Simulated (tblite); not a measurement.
C₆H₆O.
SMILES with atom numbers: `[CH2:1]=[C:2]1[CH:3]=[C:4]1[C:5]([CH3:6])=[O:7]` (hydrogens: H8, H9 on C1; H10 on C3; H11, H12, H13 on C6)

Computed with GFN2-xTB (tblite), gas phase: Langevin dynamics at 600 K from the optimised GFN2-xTB geometry, time step 0.5 fs, friction 0.01 fs⁻¹, 2000 steps. The instantaneous temperature is 2·E(kin)/(3Nk) with all 3N coordinates.

| t (fs) | T (K) | E(pot) above start (eV) | C1=C2 (Å) | C2–C3 (Å) | C3=C4 (Å) | C4–C5 (Å) | C5–C6 (Å) | C1–H8 (Å) | C3–C4–C5–C6 (°) |
| --- | --- | --- | --- | --- | --- | --- | --- | --- | --- |
| 0 | 500 | 0.000 | 1.311 | 1.441 | 1.336 | 1.453 | 1.506 | 1.076 | 174 |
| 25 | 382 | 0.482 | 1.327 | 1.415 | 1.363 | 1.418 | 1.476 | 1.099 | 165 |
| 50 | 518 | 0.440 | 1.326 | 1.442 | 1.338 | 1.439 | 1.564 | 1.059 | -179 |
| 75 | 213 | 0.662 | 1.318 | 1.420 | 1.332 | 1.439 | 1.564 | 1.097 | -171 |
| 100 | 466 | 0.589 | 1.308 | 1.442 | 1.316 | 1.457 | 1.492 | 1.085 | -167 |
| 125 | 340 | 1.005 | 1.308 | 1.512 | 1.330 | 1.441 | 1.452 | 1.052 | -151 |
| 150 | 548 | 0.794 | 1.387 | 1.463 | 1.397 | 1.480 | 1.580 | 1.128 | -138 |
| 175 | 479 | 1.296 | 1.275 | 1.393 | 1.392 | 1.378 | 1.523 | 1.043 | -160 |
| 200 | 746 | 0.757 | 1.301 | 1.463 | 1.280 | 1.504 | 1.573 | 1.034 | -172 |
| 225 | 550 | 1.505 | 1.320 | 1.464 | 1.253 | 1.489 | 1.493 | 1.144 | 153 |
| 250 | 900 | 0.505 | 1.315 | 1.463 | 1.390 | 1.490 | 1.495 | 1.115 | -155 |
| 275 | 468 | 0.937 | 1.336 | 1.402 | 1.384 | 1.462 | 1.466 | 1.045 | -126 |
| 300 | 613 | 0.729 | 1.360 | 1.461 | 1.370 | 1.465 | 1.468 | 1.090 | -105 |
| 325 | 602 | 0.722 | 1.301 | 1.439 | 1.342 | 1.447 | 1.591 | 1.073 | -107 |
| 350 | 525 | 0.683 | 1.326 | 1.397 | 1.287 | 1.399 | 1.531 | 1.077 | -78 |
| 375 | 528 | 0.746 | 1.286 | 1.458 | 1.348 | 1.460 | 1.488 | 1.058 | -81 |
| 400 | 651 | 0.869 | 1.374 | 1.485 | 1.324 | 1.479 | 1.567 | 1.073 | -82 |
| 425 | 569 | 0.810 | 1.312 | 1.474 | 1.344 | 1.466 | 1.486 | 1.060 | -89 |
| 450 | 641 | 0.975 | 1.324 | 1.391 | 1.322 | 1.484 | 1.434 | 1.113 | -93 |
| 475 | 580 | 1.225 | 1.261 | 1.450 | 1.309 | 1.544 | 1.583 | 1.072 | -68 |
| 500 | 726 | 0.908 | 1.320 | 1.406 | 1.314 | 1.430 | 1.577 | 1.029 | -94 |
| 525 | 826 | 0.952 | 1.302 | 1.477 | 1.378 | 1.450 | 1.480 | 1.105 | -78 |
| 550 | 913 | 0.709 | 1.378 | 1.460 | 1.350 | 1.470 | 1.522 | 1.129 | -51 |
| 575 | 609 | 1.346 | 1.252 | 1.373 | 1.363 | 1.477 | 1.615 | 1.055 | -98 |
| 600 | 775 | 0.732 | 1.296 | 1.472 | 1.280 | 1.382 | 1.502 | 1.060 | -60 |
| 625 | 583 | 1.377 | 1.343 | 1.470 | 1.328 | 1.467 | 1.569 | 1.117 | -69 |
| 650 | 956 | 0.890 | 1.299 | 1.449 | 1.396 | 1.447 | 1.521 | 1.122 | -53 |
| 675 | 596 | 1.496 | 1.371 | 1.382 | 1.354 | 1.440 | 1.487 | 1.026 | -63 |
| 700 | 961 | 1.216 | 1.252 | 1.460 | 1.350 | 1.397 | 1.557 | 1.027 | -84 |
| 725 | 730 | 1.372 | 1.340 | 1.413 | 1.276 | 1.480 | 1.541 | 1.147 | -64 |
| 750 | 690 | 0.885 | 1.294 | 1.526 | 1.378 | 1.482 | 1.523 | 1.055 | -60 |
| 775 | 735 | 0.542 | 1.332 | 1.380 | 1.349 | 1.423 | 1.548 | 1.119 | -49 |
| 800 | 674 | 0.901 | 1.336 | 1.394 | 1.315 | 1.414 | 1.496 | 1.134 | -7 |
| 825 | 700 | 0.928 | 1.295 | 1.523 | 1.344 | 1.502 | 1.469 | 1.055 | -5 |
| 850 | 597 | 0.901 | 1.353 | 1.437 | 1.355 | 1.477 | 1.554 | 1.031 | -9 |
| 875 | 410 | 1.193 | 1.287 | 1.409 | 1.368 | 1.398 | 1.448 | 1.117 | -19 |
| 900 | 506 | 1.106 | 1.332 | 1.443 | 1.326 | 1.537 | 1.497 | 1.114 | -59 |
| 925 | 685 | 0.891 | 1.272 | 1.476 | 1.287 | 1.437 | 1.499 | 1.105 | -65 |
| 950 | 694 | 1.045 | 1.297 | 1.415 | 1.362 | 1.577 | 1.630 | 1.056 | -107 |
| 975 | 592 | 1.169 | 1.341 | 1.448 | 1.349 | 1.401 | 1.442 | 1.148 | -55 |
| 1000 | 671 | 1.101 | 1.342 | 1.426 | 1.365 | 1.510 | 1.437 | 1.100 | -79 |

**Question.** From 500 fs on, how do temperature and potential energy compare with equipartition?

**Answer.** The mean temperature of these 21 frames is 697 K against the target 600 K, and the mean potential energy 1.03 eV against 33 × kT/2 = 0.85 eV for 33 classical harmonic modes. For 13 atoms in a canonical ensemble the temperature itself scatters by T·√(2/(3N)) = 136 K; here its standard deviation is 135 K. The whole run lasts only 10 friction times of 100 fs, so these averages carry a wide statistical error.

**Question.** What are the kinetic and total energies of the listed frame with the highest potential energy?

**Answer.** The one at 225 fs, 1.505 eV above the start. Its kinetic energy is 3NkT/2 = 0.925 eV at 550 K, so the sum is 2.43 eV; over the listed frames the sum runs from 0.84 to 2.83 eV, since the thermostat adds and removes energy.

**Question.** How much do the listed bonds fluctuate from 500 fs on?

**Answer.** 
| bond | at the start (Å) | mean (Å) | standard deviation (Å) |
| --- | --- | --- | --- |
| C1=C2 | 1.311 | 1.316 | 0.034 |
| C2–C3 | 1.441 | 1.440 | 0.042 |
| C3=C4 | 1.336 | 1.342 | 0.032 |
| C4–C5 | 1.453 | 1.457 | 0.048 |
| C5–C6 | 1.506 | 1.520 | 0.052 |
| C1–H8 | 1.076 | 1.088 | 0.041 |

The motion is classical and holds no zero-point motion.

The cost below is that of the whole dynamics run. On one thread, Arm Neoverse V2 (aarch64), shared host with 32 logical CPUs at a one-minute load of 8.7, this took 6.9 s wall and 0.18 GiB of memory at its peak.
